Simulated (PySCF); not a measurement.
MoOCl + HF → MoOF + HCl

Level: PBE0 in the def2-TZVP basis family, computed in PySCF with density fitting; scalar-relativistic core potentials for atoms from Rb on, none lighter, no spin–orbit coupling; open shells unrestricted.

| species | state and structure | E (Eh) | ZPE (kJ/mol) | H(298 K) − H(0) (kJ/mol) | S° (J/(mol K)) |
| --- | --- | --- | --- | --- | --- |
| MoOCl | quartet, Cs, Mo–Cl 2.280 Å, Mo–O 1.665 Å; Cl–Mo–O 136.7° | -603.48004 | 9.5 | 12.5 | 301.6 |
| HF | singlet, C∞v, H–F 0.920 Å | -100.39188 | 24.9 | 8.7 | 173.6 |
| MoOF | quartet, Cs, Mo–F 1.879 Å, Mo–O 1.666 Å; F–Mo–O 140.8° | -243.20180 | 11.2 | 11.9 | 289.1 |
| HCl | singlet, C∞v, H–Cl 1.279 Å | -460.66440 | 17.9 | 8.7 | 186.6 |

(1) What is the electronic reaction energy?

(2) Add zero-point, thermal and entropy terms for 298.15 K and 1 bar.

Answers

(1) At PBE0/def2-TZVP, ΔE = 15.0 kJ/mol from the differences of the total energies times 2625.5, uphill. Ligand exchange with HF takes part in thermal etching.

(2) ΔZPE = -5.3 and Δ[H(298) − H(0)] = -0.6 kJ/mol give ΔH° = 9.1 kJ/mol. ΔS° = 0.5 J/(mol K), so ΔG° = 9.1 − 298.15 × (0.0005) = 9 kJ/mol and log₁₀K = -1.6.

Open d or f shells are single determinants, so the state found may not be the ground state. Each species is the lowest minimum found with this bonding; other isomers or fragments can lie lower.
